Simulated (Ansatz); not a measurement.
```yaml
crystal:
  periodic: [false, false, false]
  atoms:
    - {symbol: Ag, position_ang: [-1.033520, -1.711032, 0.255121]}
    - {symbol: Ag, position_ang: [0.054581, 0.723757, -0.152175]}
    - {symbol: Ag, position_ang: [1.644681, -1.564003, 0.499118]}
    - {symbol: H, position_ang: [-1.646481, -0.098618, -0.152309]}
    - {symbol: H, position_ang: [0.015793, 2.841100, -0.599195]}
    - {symbol: H, position_ang: [0.761243, 2.701529, -0.486563]}
    - {symbol: H, position_ang: [0.203713, -2.892744, 0.636004]}
basis:
  gaussian: {orbitals: def2-TZVP}
magnetization: {spin_polarized: true, initial_magnetization: 1}
hamiltonian: {xc: {name: BHLYP}}
output: {forces: true}
```

```sh
$ ansatz run in.yaml --threads 4 --pin off --events-out ev --progress --plain --max-ram 3916MiB
```

It prints (some lines left out):

```
Functional definition: BHLYP
1364 factors; integrals over basis functions are off by at most 7.3e-4 eV
mean field evaluation 1: about -12051.4819 eV, gradient 3.4e1 eV
mean field evaluation 2: about -12049.4590 eV, gradient 4.8e1 eV
mean field evaluation 4: about -12055.4008 eV, gradient 1.4e0 eV
mean field evaluation 8: about -12055.7194 eV, gradient 1.5e-1 eV
mean field evaluation 16: about -12055.7196 eV, gradient 8.9e-4 eV
mean field -12055.71961369 eV, -443.0395241429 hartree, gradient 7.2e-5 eV, S^2 0.756355; 0 other end points of the search recorded, 0 dependent functions left out
reference -12055.71979289 eV, -443.0395307283 hartree; 31, 30 occupied and 113, 114 virtual orbitals, 1364 factors
Total energy: -12055.71979289 eV, -443.0395307283 hartree
Atom 0 at    -1.033520    -1.711032     0.255121 Å, force    -0.311864    -0.201462     0.011404 eV/Å
Atom 1 at     0.054581     0.723757    -0.152175 Å, force     0.045707     0.175085    -0.032044 eV/Å
Atom 2 at     1.644681    -1.564003     0.499118 Å, force     0.296696    -0.058380     0.043113 eV/Å
Atom 3 at    -1.646481    -0.098618    -0.152309 Å, force    -0.083054     0.056291    -0.021391 eV/Å
Atom 4 at     0.015793     2.841100    -0.599195 Å, force     0.436744    -0.003726     0.050400 eV/Å
Atom 5 at     0.761243     2.701529    -0.486563 Å, force    -0.419171     0.148204    -0.079278 eV/Å
Atom 6 at     0.203713    -2.892744     0.636004 Å, force     0.034942    -0.116013     0.027798 eV/Å
Dipole moment:     0.152855     0.475998    -0.085104 e Å
```

Hardware: 4 threads of Arm Neoverse N1 on a shared host. Wall time 9.5 s, peak host memory 0.55 GiB.

In the def2 sets Ag takes a core potential; there is no spin–orbit coupling.
